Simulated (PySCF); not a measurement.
PySCF input:

```python
from pyscf import gto, scf, dft

mol = gto.M(
    atom='''
    Si    0.07863028   -0.41269391   -0.13256943
    N     1.22125498    0.84714389   -0.55939128
    N    -1.26692684    0.10858401    0.78435615
    H     0.80923567   -1.42137847    0.67667307
    H    -0.43867144   -0.99257845   -1.39836368
    H     2.01487416    0.50305321   -1.10777150
    H    -1.16176211    0.35442172    1.75624500
    H    -2.00479714    0.64410148    0.35443501
    ''',
    basis='def2-tzvpd',
    charge=0,
    spin=1,
    verbose=4,
)

mf = dft.UKS(mol, xc='m062x').density_fit(auxbasis='def2-universal-jkfit')
mf.grids.level = 4
mf.conv_tol = 1e-9
mf.max_cycle = 100
mf.max_memory = 1500
mf.kernel()
if not mf.converged:
    mf = mf.newton()
    mf.kernel(mf.make_rdm1())
for _ in range(2):
    mo, _, stable, _ = mf.stability(return_status=True)
    if stable:
        break
    mf.kernel(mf.make_rdm1(mo, mf.mo_occ))
mf.analyze()
```

Problem. Which total energy does the run end on?

Solution. -401.96531 Eh (M06-2X/def2-TZVPD).

It need not be the lowest isomer of its formula.
